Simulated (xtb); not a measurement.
xtb input (GFN2-xTB):

```bash
xtb mol.xyz --gfn 2 --sp --chrg 0 --uhf 0
```
mol.xyz:
```
2

Cu    -0.00000000    -0.00000000    -0.04943660
H      0.00000000     0.00000000     1.43366134
```

End of the output:

```
         :::::::::::::::::::::::::::::::::::::::::::::::::::::
         ::                     SUMMARY                     ::
         :::::::::::::::::::::::::::::::::::::::::::::::::::::
         :: total energy              -4.393092513326 Eh    ::
         :: gradient norm              0.014828176336 Eh/a0 ::
         :: HOMO-LUMO gap              5.389904483298 eV    ::
         ::.................................................::
         :: SCC energy                -4.396742332125 Eh    ::
         :: -> isotropic ES            0.002734715337 Eh    ::
         :: -> anisotropic ES          0.004574179158 Eh    ::
         :: -> anisotropic XC         -0.012169098361 Eh    ::
         :: -> dispersion             -0.000334831651 Eh    ::
         :: repulsion energy           0.003649818799 Eh    ::
         :: add. restraining           0.000000000000 Eh    ::
         :: total charge              -0.000000000000 e     ::
         :::::::::::::::::::::::::::::::::::::::::::::::::::::

           -------------------------------------------------
          |                Property Printout                |
           -------------------------------------------------

    * Orbital Energies and Occupations

         #    Occupation            Energy/Eh            Energy/eV
      -------------------------------------------------------------
         1        2.0000           -0.4456748             -12.1274
         2        2.0000           -0.3634331              -9.8895
         3        2.0000           -0.3634331              -9.8895
         4        2.0000           -0.3542595              -9.6399
         5        2.0000           -0.3527114              -9.5978
         6        2.0000           -0.3527114              -9.5978 (HOMO)
         7                         -0.1546361              -4.2079 (LUMO)
         8                         -0.0595681              -1.6209
         9                         -0.0595681              -1.6209
        10                          0.5246235              14.2757
      -------------------------------------------------------------
                  HL-Gap            0.1980753 Eh            5.3899 eV
             Fermi-level           -0.2536738 Eh           -6.9028 eV

     #   Z          covCN         q      C6AA      α(0)
     1  29 Cu       0.899     0.175   147.701    27.751
     2   1 H        0.899    -0.175     9.141     4.731

 Mol. C6AA /au·bohr⁶  :        226.920736
 Mol. C8AA /au·bohr⁸  :      14417.216940
 Mol. α(0) /au        :         32.481788

Wiberg/Mayer (AO) data.
largest (>0.10) Wiberg bond orders for each atom

 ---------------------------------------------------------------------------
     #   Z sym  total        # sym  WBO       # sym  WBO       # sym  WBO
Note: The following floating-point exceptions are signalling: IEEE_DENORMAL
normal termination of xtb
 ---------------------------------------------------------------------------
     1  29 Cu   0.969 --     2 H    0.969
     2   1 H    0.969 --     1 Cu   0.969
 ---------------------------------------------------------------------------

Topologies differ in total number of bonds
Writing topology from bond orders to xtbtopo.mol

molecular dipole:
                 x           y           z       tot (Debye)
 q only:        0.000       0.000      -0.492
   full:        0.000      -0.000      -1.425       3.622
molecular quadrupole (traceless):
                xx          xy          yy          xz          yz          zz
 q only:        0.643       0.000       0.643       0.000       0.000      -1.286
  q+dip:       -0.003       0.000      -0.003      -0.000       0.000       0.007
   full:        0.538      -0.000       0.538       0.000       0.000      -1.075

           -------------------------------------------------
          | TOTAL ENERGY               -4.393092513326 Eh   |
          | GRADIENT NORM               0.014828176336 Eh/α |
          | HOMO-LUMO GAP               5.389904483298 eV   |
           -------------------------------------------------

------------------------------------------------------------------------
------------------------------------------------------------------------
 total:
 SCF:
```
